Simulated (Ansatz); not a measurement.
Start from `F/C=C/[SiH3]` and change one atom or group (the configuration at the double bond changes too) to get `C/C=C\F`.

Ansatz, PBE0-D4/def2-TZVP geometries, multiplicity 1. 

```csv
property,`F/C=C/[SiH3]`
HOMO–LUMO gap (ωB97M-V/def2-TZVPP) / eV,11.94
HOMO–LUMO gap (B3LYP/def2-TZVPP) / eV,7.11
LUMO energy (B3LYP/def2-TZVPP) / eV,-0.54
LUMO energy (PBE0/def2-TZVPP) / eV,-0.30
LUMO energy (ωB97M-V/def2-TZVPP) / eV,1.85
HOMO–LUMO gap (PBE0/def2-TZVPP) / eV,7.57
```

(1) What does the change do to each property? (Best estimate.)

## Answers

(1) Ansatz gave: 
```
                               property  `C/C=C\F`  shift
HOMO–LUMO gap (ωB97M-V/def2-TZVPP) / eV      12.29   0.35
  HOMO–LUMO gap (B3LYP/def2-TZVPP) / eV       7.39   0.28
    LUMO energy (B3LYP/def2-TZVPP) / eV       0.37   0.91
     LUMO energy (PBE0/def2-TZVPP) / eV       0.64   0.94
  LUMO energy (ωB97M-V/def2-TZVPP) / eV       2.79   0.94
   HOMO–LUMO gap (PBE0/def2-TZVPP) / eV       7.87   0.30
```

With PBE0 the HOMO rises by 0.64 eV and the LUMO rises by 0.94 eV, so the gap widens by about 0.30 eV. PBE moves the HOMO by 0.65 eV and ωB97M-V by 0.59 eV.

B3LYP here is the variant with VWN-RPA as its local correlation; programs differ in this.
